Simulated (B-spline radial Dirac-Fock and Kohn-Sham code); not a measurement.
# The P-like isoelectronic sequence (15 electrons), Z = 48 to 62

Calculated with an atomic code on a B-spline grid, using Dirac-Fock ΔSCF + Breit + QED. Binding energies in eV, tabulated ground configurations ([Ne] 3s2 3p3 throughout). Electron correlation is not included.

```
  ion       2s   2p3/2      3s  outermost level  NIST ionisation energy
Cd³³⁺   5804.9  5330.0  2212.1      2087.9 (3p)                2091 ± 8
In³⁴⁺        ?       ?       ?                ?                       ?
Sn³⁵⁺   6414.7  5885.6  2461.0      2324.6 (3p)                2326 ± 9
Sb³⁶⁺   6732.4  6173.8  2590.8      2447.9 (3p)                2428 ± 5
Te³⁷⁺   7058.6  6468.9  2724.2      2574.4 (3p)                2552 ± 4
 I³⁸⁺   7393.4  6771.1  2861.3      2704.3 (3p)                2680 ± 4
Xe³⁹⁺   7737.1  7080.2  3001.9      2837.4 (3p)                2811 ± 4
Cs⁴⁰⁺   8089.6  7396.3  3146.3      2973.9 (3p)                2945 ± 4
Ba⁴¹⁺   8451.0  7719.4  3294.3      3113.7 (3p)                3081 ± 4
La⁴²⁺   8821.5  8049.6  3446.1      3256.9 (3p)                3222 ± 4
Ce⁴³⁺   9201.2  8386.7  3601.7      3403.4 (3p)                3366 ± 4
Pr⁴⁴⁺   9590.2  8730.9  3761.1      3553.4 (3p)                3512 ± 4
Nd⁴⁵⁺   9988.6  9082.1  3924.4      3706.7 (3p)                3662 ± 4
Pm⁴⁶⁺  10396.5  9440.4  4091.6      3863.5 (3p)                3816 ± 4
Sm⁴⁷⁺  10814.1  9805.8  4262.7      4023.8 (3p)                3971 ± 4
```

**Question.** Fill in the row of In³⁴⁺.

**Answer.** 2s 6105.6, 2p3/2 5604.3, 3s 2334.8, outermost 2204.6 (3p), NIST 2207 ± 8 eV.

NIST's values are for the lowest levels; a dash marks a value that is missing or belongs to another shell. Their kind here: semi-empirical, theoretical. Where a p, d or f shell is open in either ion the computed value averages over both j values and all terms, while the table refers to the lowest levels; that difference holds spin-orbit splitting (largest in heavy or highly charged ions), term energies where several electrons share open shells, and correlation, and it can reach 10 % or more.
